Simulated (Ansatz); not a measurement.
Job for Ansatz (an electronic-structure program): R-wB97M-V/def2-TZVPP on ClH3Si2 (SMILES [SiH3][Si]Cl), a point of a torsion scan.

Ansatz 0.2 input:
```yaml
crystal:
  periodic: [false, false, false]
  atoms:
    - {symbol: Si, position_ang: [-0.66676062, 0.00465629, 0.11710376]}
    - {symbol: Si, position_ang: [1.33950670, -1.10757784, -0.08435703]}
    - {symbol: Cl, position_ang: [2.18186152, -1.18384303, 1.81870620]}
    - {symbol: H, position_ang: [-1.31879627, 0.58602882, 1.30188094]}
    - {symbol: H, position_ang: [-1.68308968, -0.91020679, -0.43485256]}
    - {symbol: H, position_ang: [-0.59329923, 1.12812284, -0.83526366]}
basis:
  gaussian:
    orbitals: def2-TZVPP
hamiltonian:
  xc: {name: wB97M-V}
scf: {lower_state_search: off}
```

Program output:

```
WARN ansatz: RAYON_NUM_THREADS=1 ignored (pool sized by the plan → 1); use --threads N
Functional definition: wB97M-V
these checks for a lower state are left out or cut short: stability, starts, cluster_reference, orbital_swaps, neighbouring_geometries, increment
integrals: 0.12 GiB planned
1069 factors; their error is unknown
integrals: 0.15 GiB planned
208 factors; integrals over basis functions are off by at most 3.6e-5 eV
mean field: 0.90 GiB planned
mean field evaluation 1: about -28324.3631 eV, gradient 1.4e1 eV
mean field evaluation 2: about -28324.8825 eV, gradient 1.0e1 eV
mean field evaluation 4: about -28325.1471 eV, gradient 5.2e-1 eV
mean field evaluation 8: about -28325.1764 eV, gradient 1.4e-1 eV
mean field evaluation 16: about -28325.1764 eV, gradient 6.5e-5 eV
mean field -28325.17643610 eV, -1040.9310345325 hartree, gradient 9.4e-6 eV, S^2 0.000000; 0 other end points of the search recorded, 0 dependent functions left out
reference -28325.17648285 eV, -1040.9310362505 hartree; 24, 24 occupied and 144, 144 virtual orbitals, 1069 factors
Total energy: -28325.17648285 eV, -1040.9310362505 hartree
Checks for a lower state left out: stability, starts, cluster_reference, orbital_swaps, neighbouring_geometries, increment
```

Self-consistency was reached.

Cost: around 6 core-seconds (rough).
